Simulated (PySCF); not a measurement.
## How the method moves the HOMO and LUMO of `BNCBOB`

Compound: CH₈B₃NO.
Cartesian coordinates in Å at the PBE0-D3(BJ)/def2-SVP level; atoms count from 1:
```xyz
14
CH8B3NO angstrom
B     -2.0476    0.7349   -0.3110
N     -1.0442    0.3544    0.5699
C     -0.5017   -0.9702    0.7746
B      0.9980   -1.1768    0.3273
O      1.6469   -0.1869   -0.2897
B      2.0598    0.8964   -0.9527
H     -2.3512    1.9037   -0.3793
H     -2.5896   -0.1135   -0.9842
H     -0.5853    1.0731    1.1198
H     -0.6105   -1.2979    1.8271
H     -1.1044   -1.6958    0.1984
H      1.5837   -2.2183    0.5235
H      2.5978    1.7829   -0.3282
H      1.9007    0.9420   -2.1506
```

Basis pcSseg-1 throughout (PySCF), one geometry. Isolated species at its PBE0-D3(BJ)/def2-SVP geometry (one conformer only).

**Question.** How do the orbital energies, the gap and the dipole change with the method?

**Answer.** 
```
   method                    kind  HOMO (eV)  LUMO (eV)  gap (eV)  μ (D)  SCF cycles
     BLYP                     GGA      -6.37      -1.64      4.73   1.99          15
    B97-D                     GGA      -6.46      -1.58      4.88   1.94          15
     OPBE                     GGA      -6.46      -1.61      4.86   1.97          15
      PBE                     GGA      -6.52      -1.79      4.73   2.00          16
      KT3                     GGA      -6.54      -1.69      4.86   1.88          15
      KT2                     GGA      -6.56      -1.76      4.80   1.90          16
     BP86                     GGA      -6.61      -1.83      4.79   1.99          15
      LDA                     LDA      -6.69      -2.07      4.62   2.03          15
    B97-2           global hybrid      -7.47      -0.72      6.75   1.86          13
    B3LYP           global hybrid      -7.52      -0.99      6.53   1.89          13
     PBE0           global hybrid      -7.75      -0.74      7.00   1.88          14
 mPW1PW91           global hybrid      -7.77      -0.72      7.05   1.87          14
BHandHLYP           global hybrid      -8.89       0.32      9.21   1.76          12
CAM-B3LYP  range-separated hybrid      -9.11       0.36      9.47   1.85          13
  wB97X-D  range-separated hybrid      -9.60       1.18     10.78   1.84          14
  LC-wPBE  range-separated hybrid     -10.50       1.62     12.11   1.83          14
       HF            Hartree–Fock     -10.72       2.85     13.57   1.59          10
```

The HOMO spans 4.34 eV, from BLYP down to HF, and the gap runs from 4.62 eV (LDA) to 13.57 eV (HF). Over the methods BLYP (0 %), B97-D (0 %), OPBE (0 %), PBE (0 %), KT3 (0 %), KT2 (0 %), BP86 (0 %), LDA (0 %), B97-2 (21 %), B3LYP (20 %), PBE0 (25 %), mPW1PW91 (25 %), BHandHLYP (50 %), HF (100 %), a straight line through the gap against the share of exact exchange rises by 0.88 eV for each 10 % (correlation coefficient 1.000). The dipole ranges from 1.59 D (HF) to 2.03 D (LDA). This basis has no diffuse functions.
